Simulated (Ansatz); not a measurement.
Geometry optimisation, Ansatz 0.2.0, UKS PBE0-D4/def2-SVP.

Input:

```yaml
crystal:
  periodic: [false, false, false]
  atoms:
    - { symbol: Ge, position_ang: [0.0, 0.0, 0.0] }
    - { symbol: Cl, position_ang: [0.0, 0.0, 2.47] }
    - { symbol: F, position_ang: [1.5842, 0.0, -0.5594] }
    - { symbol: F, position_ang: [-0.7913, 1.3709, -0.5594] }
    - { symbol: F, position_ang: [-0.7913, -1.3709, -0.5594] }
    - { symbol: F, position_ang: [0.0, 0.0, 4.27] }
magnetization:
  spin_polarized: true
  initial_magnetization: 1
basis:
  gaussian: { orbitals: def2-SVP }
hamiltonian:
  xc: pbe0
  dispersion: d4
relax:
  f_tol: 0.15
  max_steps: 25
  restrain:
    - { distance: [1, 5], at: 2.7, k: 30.0 }
    - { distance: [0, 1], at: 2.22, k: 30.0 }
output:
  orbitals: {}
```

Command:

```bash
$ ansatz run input.yaml --threads 4 --pin off --max-ram 5120MiB --backend cpu --events-out ev --progress --plain --runs-dir out
```

Q: Where does it end, and by what steps?

A: The run converged. The restraints hold the end off the free minimum; the threshold counts their pulls, which the force column leaves out. Restrained pairs: Cl2–F6 (1.80 → 2.70 Å), Ge1–Cl2 (2.47 → 2.18 Å). After 4 steps the energy has fallen by 1.148 eV (the restraints' own energy left out); F6 moved furthest, 0.58 Å.

| step | energy less start (eV) | largest force component (eV/Å) | accepted |
| --- | --- | --- | --- |
| 0 | 0.0000 | 2.945 | yes |
| 1 | -0.8892 | 2.600 | yes |
| 2 | -1.1749 | 0.656 | yes |
| 3 | -1.1494 | 1.542 | yes |
| 4 | -1.1484 | 1.322 | yes |

```xyz
6
Properties=species:S:1:pos:R:3
Ge 0.000 0.000 -0.029
Cl 0.000 0.000 2.147
F 1.589 0.000 -0.634
F -0.794 1.376 -0.635
F -0.794 -1.376 -0.635
F 0.000 0.000 4.848
```

Run time: 35 s on 4 threads of Arm Neoverse V2, on a shared host, peak memory 0.44 GiB.
